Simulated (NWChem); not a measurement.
System: C$_{4}$H$_{5}$Si cation

Here is an NWChem input.

```
start job
memory heap 200 mb stack 900 mb global 1100 mb
charge 1
geometry units angstroms noautoz
  C      0.000000    -0.758169     1.236590
  C      0.000000    -1.388398     0.042659
  Si     0.000000     0.000000    -1.139800
  C      0.000000     1.388398     0.042659
  C      0.000000     0.758169     1.236590
  H      0.000000    -1.288397     2.195360
  H      0.000000    -2.470089    -0.096355
  H      0.000000     0.000000    -2.619115
  H      0.000000     2.470089    -0.096355
  H      0.000000     1.288397     2.195360
end
basis spherical
  * library def2-svp
end
dft
  xc xcamb88 1.00 lyp 1.0 hfexch 1.00
  cam 0.33 cam_alpha 0.0 cam_beta 1.0
  iterations 150
  mulliken
end
task dft energy
```

Excerpt of the output:

```
             Northwest Computational Chemistry Package (NWChem) 7.3.0
             --------------------------------------------------------

 C2V symmetry detected

                             Geometry "geometry" -> ""
                             -------------------------

 Output coordinates in angstroms (scale by  1.889725989 to convert to a.u.)

  No.       Tag          Charge          X              Y              Z
 ---- ---------------- ---------- -------------- -------------- --------------
    1 C                    6.0000     0.00000000    -0.75816900     1.21396947
    2 C                    6.0000     0.00000000    -1.38839800     0.02003847
    3 Si                  14.0000     0.00000000     0.00000000    -1.16242053
    4 C                    6.0000     0.00000000     1.38839800     0.02003847
    5 C                    6.0000     0.00000000     0.75816900     1.21396947
    6 H                    1.0000     0.00000000    -1.28839700     2.17273947
    7 H                    1.0000     0.00000000    -2.47008900    -0.11897553
    8 H                    1.0000     0.00000000     0.00000000    -2.64173553
    9 H                    1.0000     0.00000000     2.47008900    -0.11897553
   10 H                    1.0000     0.00000000     1.28839700     2.17273947

 Effective nuclear repulsion energy (a.u.)     193.0438811807

      Symmetry information
      --------------------

 Group name             C2v
 Group number             16
 Group order               4
 No. of unique centers     6

                                 NWChem DFT Module
                                 -----------------

 Summary of "ao basis" -> "ao basis" (spherical)
 ------------------------------------------------------------------------------
       Tag                 Description            Shells   Functions and Types
 ---------------- ------------------------------  ------  ---------------------
 C                          def2-svp                 6       14   3s2p1d
 Si                         def2-svp                 8       18   4s3p1d
 H                          def2-svp                 3        5   2s1p

      Symmetry analysis of basis
      --------------------------

        a1         40
        a2         11
        b1         15
        b2         33

            General Information
            -------------------
          SCF calculation type: DFT
          Wavefunction type:  closed shell.
          No. of atoms     :    10
          No. of electrons :    42
           Alpha electrons :    21
            Beta electrons :    21
          Charge           :     1
          Spin multiplicity:     1
          Use of symmetry is: on ; symmetry adaption is: on
          Maximum number of iterations: 150
          AO basis - number of functions:    99
                     number of shells:    47
          Convergence on energy requested:  1.00D-06
          Convergence on density requested:  1.00D-05
          Convergence on gradient requested:  5.00D-04

              XC Information
              --------------
                     Hartree-Fock (Exact) Exchange  1.000
                   CAM-Becke88 Exchange Functional  1.000
              Lee-Yang-Parr Correlation Functional  1.000

           Range-Separation Parameters
           ---------------------------
           Alpha           :  0.00
           Beta            :  1.00
           Gamma           :  0.33
           Short-Range HF  :     F

             Grid Information
             ----------------
          Grid used for XC integration:  medium
          Radial quadrature: Mura-Knowles
          Angular quadrature: Lebedev.
          Tag              B.-S. Rad. Rad. Pts. Rad. Cut. Ang. Pts.
          ---              ---------- --------- --------- ---------
          C                   0.70       49          11.0       434
          Si                  1.10       88          10.0       590
          H                   0.35       45          12.0       434
          Grid pruning is: on
          Number of quadrature shells:   321
          Spatial weights used:  Erf1

      Superposition of Atomic Density Guess
      -------------------------------------

 Sum of atomic energies:        -441.73418150

 Renormalizing density from      43.00 to     42

      Non-variational initial energy
      ------------------------------

 Total energy =    -437.920154
 1-e energy   =    -964.683741
 2-e energy   =     333.719705
 HOMO         =      -0.580414
 LUMO         =      -0.429613

      Symmetry analysis of molecular orbitals - initial
      -------------------------------------------------

  Numbering of irreducible representations:

     1 a1          2 a2          3 b1          4 b2

  Orbital symmetries:

     1 a1          2 a1          3 b2          4 a1          5 b2
     6 a1          7 a1          8 b2          9 b1         10 a1
    11 b2         12 a1         13 a1         14 b2         15 a1
    16 b2         17 a1         18 b1         19 b2         20 a1
    21 a2         22 b1         23 b1         24 a2         25 a1
    26 b2         27 a1         28 b2         29 b2         30 a1
    31 a1

     ---------------------------------------------
      Total Density - Mulliken Population Analysis
     ---------------------------------------------

    Atom       Charge   Shell Charges
 -----------   ------   -------------------------------------------------------
    1 C    6     6.05   1.99  1.03  0.26  1.97  0.75  0.04
    2 C    6     6.42   1.99  1.05  0.29  2.19  0.88  0.03
    3 Si  14    13.06   2.00  2.00  1.19  0.20  5.96  1.02  0.51  0.19
    4 C    6     6.42   1.99  1.05  0.29  2.19  0.88  0.03
    5 C    6     6.05   1.99  1.03  0.26  1.97  0.75  0.04
    6 H    1     0.79   0.63  0.14  0.02
    7 H    1     0.77   0.60  0.14  0.03
    8 H    1     0.86   0.60  0.25  0.01
    9 H    1     0.77   0.60  0.14  0.03
   10 H    1     0.79   0.63  0.14  0.02

   convergence    iter        energy       DeltaE   RMS-Dens  Diis-err
 ---------------- ----- ----------------- --------- --------- ---------
 d= 0,ls=0.0,diis     1   -443.6150907399 -6.37D+02  9.75D-03  9.58D-01
 d= 0,ls=0.0,diis     2   -443.6822972942 -6.72D-02  3.52D-03  1.92D-01
 d= 0,ls=0.0,diis     3   -443.7059953060 -2.37D-02  9.63D-04  1.80D-02
 d= 0,ls=0.0,diis     4   -443.7083048961 -2.31D-03  2.70D-04  8.10D-04
 d= 0,ls=0.0,diis     5   -443.7083884556 -8.36D-05  1.25D-04  2.01D-04
  Resetting Diis
 d= 0,ls=0.0,diis     6   -443.7084168221 -2.84D-05  2.56D-05  2.98D-06
 d= 0,ls=0.0,diis     7   -443.7084174738 -6.52D-07  7.20D-06  1.56D-07

         Total DFT energy =     -443.708417473752
      One electron energy =     -981.953661083016
           Coulomb energy =      388.625935917813
    Exchange-Corr. energy =      -43.424573489235
 Nuclear repulsion energy =      193.043881180686

 Numeric. integr. density =       41.999997097365

                  Occupations of the irreducible representations
                  ----------------------------------------------

                     irrep           alpha         beta
                     --------     --------     --------
                     a1               11.0         11.0
                     a2                1.0          1.0
                     b1                2.0          2.0
                     b2                7.0          7.0

                       DFT Final Molecular Orbital Analysis
                       ------------------------------------

 Vector   19  Occ=2.000000D+00  E=-6.421476D-01  Symmetry=a1
              MO Center=  1.0D-15, -2.0D-15, -2.8D-03, r^2= 4.3D+00
   Bfn.  Coefficient  Atom+Function         Bfn.  Coefficient  Atom+Function
  ----- ------------  ---------------      ----- ------------  ---------------
    38      0.264416   3 Si pz               85     -0.235361   8 H  s
     5     -0.226232   1 C  py               65      0.226232   5 C  py
    31      0.203950   3 Si s                41      0.187452   3 Si pz
    75      0.176854   6 H  s                95      0.176854  10 H  s
    19      0.168644   2 C  py               51     -0.168644   4 C  py

 Vector   20  Occ=2.000000D+00  E=-6.336215D-01  Symmetry=b2
              MO Center= -1.2D-29, -6.5D-16,  1.5D-01, r^2= 3.4D+00
   Bfn.  Coefficient  Atom+Function         Bfn.  Coefficient  Atom+Function
  ----- ------------  ---------------      ----- ------------  ---------------
    37      0.310597   3 Si py               20      0.267517   2 C  pz
    52     -0.267517   4 C  pz                6     -0.190240   1 C  pz
    66      0.190240   5 C  pz               40      0.172797   3 Si py
    19     -0.171455   2 C  py               51     -0.171455   4 C  py
    75     -0.167747   6 H  s                95      0.167747  10 H  s

 Vector   21  Occ=2.000000D+00  E=-5.489040D-01  Symmetry=a2
              MO Center= -5.3D-16, -9.5D-15,  3.9D-01, r^2= 2.8D+00
   Bfn.  Coefficient  Atom+Function         Bfn.  Coefficient  Atom+Function
  ----- ------------  ---------------      ----- ------------  ---------------
    18      0.348834   2 C  px               50     -0.348834   4 C  px
     4      0.258613   1 C  px               64     -0.258613   5 C  px
    21      0.249315   2 C  px               53     -0.249315   4 C  px
     7      0.163721   1 C  px               67     -0.163721   5 C  px
    42     -0.067417   3 Si d -2

 Vector   22  Occ=0.000000D+00  E=-2.649395D-01  Symmetry=b1
              MO Center= -1.2D-15,  2.8D-15, -3.9D-01, r^2= 3.4D+00
   Bfn.  Coefficient  Atom+Function         Bfn.  Coefficient  Atom+Function
  ----- ------------  ---------------      ----- ------------  ---------------
    39      0.532007   3 Si px               36      0.368655   3 Si px
     4     -0.246246   1 C  px               64     -0.246246   5 C  px
     7     -0.221094   1 C  px               67     -0.221094   5 C  px
    33     -0.192553   3 Si px               18      0.091126   2 C  px
    50      0.091126   4 C  px               21      0.082088   2 C  px

 Vector   23  Occ=0.000000D+00  E=-1.117886D-01  Symmetry=b1
              MO Center=  6.9D-15,  7.7D-15, -2.2D-01, r^2= 3.9D+00
   Bfn.  Coefficient  Atom+Function         Bfn.  Coefficient  Atom+Function
  ----- ------------  ---------------      ----- ------------  ---------------
    39      0.617592   3 Si px               21     -0.495978   2 C  px
    53     -0.495978   4 C  px               18     -0.340618   2 C  px
    50     -0.340618   4 C  px                7      0.256758   1 C  px
    67      0.256758   5 C  px               36      0.224101   3 Si px
     4      0.177351   1 C  px               64      0.177351   5 C  px

 Vector   24  Occ=0.000000D+00  E=-9.579925D-02  Symmetry=a1
              MO Center= -6.0D-15,  6.5D-14, -1.3D+00, r^2= 4.0D+00
   Bfn.  Coefficient  Atom+Function         Bfn.  Coefficient  Atom+Function
  ----- ------------  ---------------      ----- ------------  ---------------
    32      1.981323   3 Si s                86     -0.930597   8 H  s
    17     -0.711453   2 C  s                49     -0.711453   4 C  s
    85     -0.273289   8 H  s                22     -0.263996   2 C  py
    54      0.263996   4 C  py               23      0.262119   2 C  pz
    55      0.262119   4 C  pz               31      0.245159   3 Si s

     ---------------------------------------------
      Total Density - Mulliken Population Analysis
     ---------------------------------------------

    Atom       Charge   Shell Charges
 -----------   ------   -------------------------------------------------------
    1 C    6     5.95   1.98  0.93  0.26  2.05  0.69  0.03
    2 C    6     6.14   1.98  0.90  0.29  2.11  0.83  0.02
    3 Si  14    13.30   2.00  1.98  1.19  0.17  5.92  1.20  0.62  0.22
    4 C    6     6.14   1.98  0.90  0.29  2.11  0.83  0.02
    5 C    6     5.95   1.98  0.93  0.26  2.05  0.69  0.03
    6 H    1     0.90   0.71  0.17  0.02
    7 H    1     0.90   0.70  0.18  0.02
    8 H    1     0.93   0.69  0.23  0.01
    9 H    1     0.90   0.70  0.18  0.02
   10 H    1     0.90   0.71  0.17  0.02

     -------------------------------------------
      Total Density - Lowdin Population Analysis
     -------------------------------------------

    Atom       Charge   Shell Charges
 -----------   ------   -------------------------------------------------------
    1 C    6     5.92   1.96  0.62  0.31  1.85  1.10  0.09
    2 C    6     6.19   1.97  0.61  0.34  1.92  1.30  0.06
    3 Si  14    13.05   2.00  1.94  0.72  0.32  5.80  1.18  0.80  0.29
    4 C    6     6.19   1.97  0.61  0.34  1.92  1.30  0.06
    5 C    6     5.92   1.96  0.62  0.31  1.85  1.10  0.09
    6 H    1     0.93   0.61  0.25  0.07
    7 H    1     0.93   0.60  0.26  0.07
    8 H    1     1.01   0.60  0.38  0.03
    9 H    1     0.93   0.60  0.26  0.07
   10 H    1     0.93   0.61  0.25  0.07

     Multipole analysis of the density
     ---------------------------------

     L   x y z        total         alpha         beta         nuclear
     -   - - -        -----         -----         ----         -------
     0   0 0 0      1.000000    -21.000000    -21.000000     43.000000

     1   1 0 0     -0.000000     -0.000000     -0.000000      0.000000
     1   0 1 0     -0.000000     -0.000000     -0.000000      0.000000
     1   0 0 1     -0.626996     -0.313498     -0.313498      0.000000

     2   2 0 0    -25.354657    -12.677328    -12.677328      0.000000
     2   1 1 0     -0.000000     -0.000000     -0.000000      0.000000
     2   1 0 1      0.000000      0.000000      0.000000      0.000000
     2   0 2 0    -19.922066    -91.296029    -91.296029    162.669992
     2   0 1 1     -0.000000     -0.000000     -0.000000      0.000000
     2   0 0 2    -15.148402   -102.306060   -102.306060    189.463718
```

Level: LC-BLYP (range parameter 0.33 per bohr)/def2-SVP. The geometry was optimised at PBE0/def2-SVP.
